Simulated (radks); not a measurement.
Valence configurations of Cu II (all share [Ar]). Calculated with a radial shooting solver on a logarithmic mesh with Libxc functionals: Dirac Kohn-Sham, PBEsol, spin-unpolarised, spherical densities, finite nucleus; open shells fill j = l - 1/2 first; Fermi nuclear charge, rms radius 3.8823 fm. Energies are relative to 3d10; eigenvalues in eV.

valence          E (eV)  e(3d3/2)  e(3d5/2)  e(4p1/2)  e(4s1/2)
3d10              0.000   -13.807   -13.534         -         -
3d9.5 4s0.5       1.265   -16.287   -16.002         -   -12.659
3d9 4s1           3.384   -19.054   -18.758         -   -13.583
3d9.5 4p0.5       4.074   -17.124   -16.839    -7.550         -
3d9 4p1           9.336   -20.687   -20.389    -8.581         -
3d8 4s2          10.681   -25.376   -25.054         -   -15.473
3d8.5 4s0.5 4p1  12.746   -23.698   -23.388    -9.165   -15.498
3d8 4s1 4p1      17.265   -26.954   -26.631    -9.753   -16.406
3d8 4s0.5 4p1.5  20.608   -27.710   -27.387   -10.119   -16.839
3d7 4s1 4p2      37.451   -35.576   -35.226   -11.595   -19.024

NIST lists [Ar] 3d10 as the ground configuration; this level of theory agrees among the configurations tried. The energies are those of spherical spin-averaged densities, not of single terms.
